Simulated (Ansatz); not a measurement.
Reaction (ligand exchange at a Ga–N bond): `C[NH][Ga]([NH2])[Cl]` + HBr → `[NH2][Ga]([Cl])[Br]` + CH₃NH₂

Program: Ansatz. Geometries: PBE0-D4/def2-TZVP. ΔE: electronic, gas phase. CBS: MP2 limit from def2 TZ/QZ plus the TZ coupled-cluster correction, frozen cores. Functionals use def2-TZVPP. B3LYP here is the variant with VWN-RPA as its local correlation; programs differ in this. For Br, Ga outer-core shells are correlated without core-valence functions, which leaves a few kJ/mol of doubt a bond. Scalar relativity is left out up to krypton. One conformer a species, not always the lowest.

```tsv
level	ΔE (kJ/mol)
revPBE-D4	-89.0
r2SCAN-D4	-93.8
B3LYP-D4	-91.2
r2SCAN0	-98.5
```

Problem. What does CCSD(T)/CBS give? (Best estimate.)

Solution. The calculation gave: -87.0 kJ/mol. The listed levels differ from it by -2.0, -6.8, -4.2, -11.5 kJ/mol.

Largest T1 diagnostic among the species: 0.012.

From PBE to PBE0 (25 % exact exchange), in def2-TZVPP and without D4, ΔE moves by −4.4 kJ/mol. In def2-TZVPP, CCSD(T) changes the Hartree–Fock value by +22.1 kJ/mol (the triples alone add +1.8 kJ/mol) and MP2 by +20.9 kJ/mol.

CCSD(T)/CBS has its own doubt, a few kJ/mol and more with outer-core shells, so smaller differences from it don't rank the levels.
